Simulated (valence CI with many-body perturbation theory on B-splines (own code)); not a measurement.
## Co12+ in brief

Computed by relativistic CI+MBPT: five valence electrons over a frozen Dirac-Fock core [Ne], a basis of 9 s, 9 p, 8 d, 6 f, 3 g, 1 h functions for each j, with the one-electron correlation potential Σ1, the two-electron term Σ2, the three-electron term Σ3, Breit, model QED; selected CI, second order for the rest, scaled by the run's own slope (own B-spline code, finite nucleus).

No measured levels were compared; by estimate levels of excited configurations hold to 0.05 to 0.15 % of their energy, terms of the ground configuration to about 0.5 %. Among the levels kept, up to 1600 cm⁻¹ of a level comes from second order outside the variational space, and about a tenth of that is noise between levels of different J, which matters for small intervals.

Rates and lifetimes use the calculated energies. Strong lines usually hold to 10 to 20 %, long lifetimes can be off by a factor of two.

**Question.** What is the ground level?

**Answer.** 3s2 3p3 4S°_3/2, composition 93 % 3s2 3p3 4S° + 3 % 3s2 3p3 2P° + 2 % 3s 3p3 3d 4S°, g = 1.974.

**Question.** Among levels below 586090 cm⁻¹, which E1 lines absorb most strongly from the ground level?

**Answer.** to 3s2 3p2 3d 4P_5/2 at 18.24 nm, f = 0.667; to 3s2 3p2 3d 4P_3/2 at 18.08 nm, f = 0.444; to 3s2 3p2 3d 4P_1/2 at 17.95 nm, f = 0.198.

**Question.** Name the longest-lived excited levels whose lifetime is computed, and their main decay.

**Answer.** 3s2 3p3 2D°_5/2 at 49953 cm⁻¹ lives 147 ms, mostly by M1 to 3s2 3p3 4S°_3/2; 3s2 3p3 2D°_3/2 at 43925 cm⁻¹ lives 9.76 ms, mostly by M1 to 3s2 3p3 4S°_3/2; 3s2 3p3 2P°_1/2 at 79831 cm⁻¹ lives 2.37 ms, mostly by M1 to 3s2 3p3 4S°_3/2. The lifetime of 3s2 3p2 3d 4F_9/2 is too uncertain to give, and may be longer. The lifetime of 3s2 3p2 3d 2G_9/2 is too uncertain to give, and may be longer.

**Question.** What are the static dipole polarisabilities of the lowest levels?

**Answer.** 3s2 3p3 4S°_3/2 0.309; 3s2 3p3 2D°_3/2 0.304 (tensor 0.021); 3s2 3p3 2D°_5/2 0.307; 3s2 3p3 2P°_1/2 0.300 bohr³, of which the core gives 0.00468.

**Question.** What is the ionisation energy?

**Answer.** 374.59 eV; NIST lists 378.5 ± 0.7 eV (semi-empirical).

**Question.** How well does LS coupling describe the low levels?

**Answer.** Among the lowest 20 levels the leading LS term, summed over configurations, holds 89 % on average. For single configurations the figures are 79 % in LS and 59 % in jj coupling. Terms mix most in the J = 7/2 level at 479180 cm⁻¹, where the leading one holds 53 %.

**Question.** Where does the other parity begin?

**Answer.** At 3s 3p4 4P_5/2, 295130 cm⁻¹.
